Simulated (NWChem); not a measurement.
# PbCl₂, singlet; SMILES [Cl][Pb][Cl]

Computed with NWChem. Low-valent species are run as closed-shell singlets; no triplet was tried in these runs. All runs use the structure optimised with PBE0/def2-SVP. def2 effective core potentials on Pb; no spin-orbit coupling. Level PBE0/def2-SVP: single points from the atomic guess with DIIS by default; each run changes one setting, and all converged runs end within 0.3 mHa of each other. cgmin counts macro-iterations, each dearer than a DIIS step.

Task: Which setting needs the most SCF iterations, or fails (core-Hamiltonian guess; quadratically convergent solver (cgmin); no level shifting; defaults; DIIS on 3 Fock matrices; level shift of 0.5 Ha throughout)?

Result: level shift of 0.5 Ha throughout, with 18 against 7 for the defaults.
```tsv
setting	SCF iterations
defaults	7
no level shifting	7
DIIS on 3 Fock matrices	7
core-Hamiltonian guess	11
level shift of 0.5 Ha throughout	18
quadratically convergent solver (cgmin)	5
```
